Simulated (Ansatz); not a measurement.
Geometry optimisation, RKS PBE0/def2-SVP in Ansatz.

Input file:

```yaml
crystal:
  periodic: [false, false, false]
  atoms:
    - { symbol: C, position_ang: [-2.0059, 0.6747, -0.5765] }
    - { symbol: B, position_ang: [-0.8501, 0.3048, 0.3583] }
    - { symbol: C, position_ang: [-0.0135, -0.9967, 0.0629] }
    - { symbol: Cl, position_ang: [0.0081, -2.0723, 1.4802] }
    - { symbol: Si, position_ang: [1.8039, -0.5409, -0.2713] }
    - { symbol: S, position_ang: [2.6884, 0.4038, 1.4726] }
    - { symbol: H, position_ang: [-2.1406, -0.0064, -1.4138] }
    - { symbol: H, position_ang: [-2.9533, 0.7631, -0.0026] }
    - { symbol: H, position_ang: [-1.8559, 1.7433, -0.9696] }
    - { symbol: H, position_ang: [-0.5942, 0.9852, 1.319] }
    - { symbol: H, position_ang: [-0.3854, -1.5327, -0.7904] }
    - { symbol: H, position_ang: [1.8852, 0.4025, -1.3756] }
    - { symbol: H, position_ang: [2.5071, -1.7248, -0.6012] }
    - { symbol: H, position_ang: [1.8932, 1.5672, 1.3368] }
basis:
  gaussian: { orbitals: def2-SVP }
hamiltonian:
  xc: pbe0
relax:
  f_tol: 0.015
  max_steps: 40
```

Launched with:

```bash
$ ansatz run input.yaml --threads 2 --pin off --max-ram 3072MiB --backend cpu --events-out ev --progress --plain --runs-dir out
```

Q: Where does it end, and by what steps?

A: The run converged. After 18 steps the energy has fallen by 0.345 eV; H7 moved furthest, 1.03 Å.

```csv
step,energy less start (eV),largest force component (eV/Å),accepted
0,0.0000,1.878,yes
1,-0.2225,0.486,yes
2,-0.2580,0.238,yes
3,-0.2717,0.133,yes
4,-0.2904,0.206,yes
5,-0.2991,0.358,yes
6,-0.3251,0.113,yes
7,-0.3334,0.184,yes
8,-0.3373,0.177,yes
9,-0.3396,0.133,yes
10,-0.3420,0.075,yes
11,-0.3428,0.051,yes
12,-0.3434,0.036,yes
13,-0.3439,0.053,yes
14,-0.3441,0.051,yes
15,-0.3443,0.031,yes
16,-0.3444,0.020,yes
17,-0.3445,0.022,yes
18,-0.3445,0.014,yes
```

```xyz
14
Properties=species:S:1:pos:R:3
C -1.654 0.895 -0.565
B -1.017 0.038 0.578
C -0.103 -1.182 0.265
Cl 0.169 -2.313 1.638
Si 1.605 -0.540 -0.298
S 2.516 0.819 1.093
H -1.353 0.641 -1.592
H -2.749 0.748 -0.486
H -1.507 1.974 -0.395
H -1.215 0.343 1.731
H -0.471 -1.768 -0.596
H 1.443 0.132 -1.624
H 2.523 -1.705 -0.398
H 1.802 1.889 0.678
```

Time of the run: 120 s on 2 threads of Intel(R) Xeon(R) Platinum 8488C (Sapphire Rapids), on a shared host, peak memory 0.38 GiB.
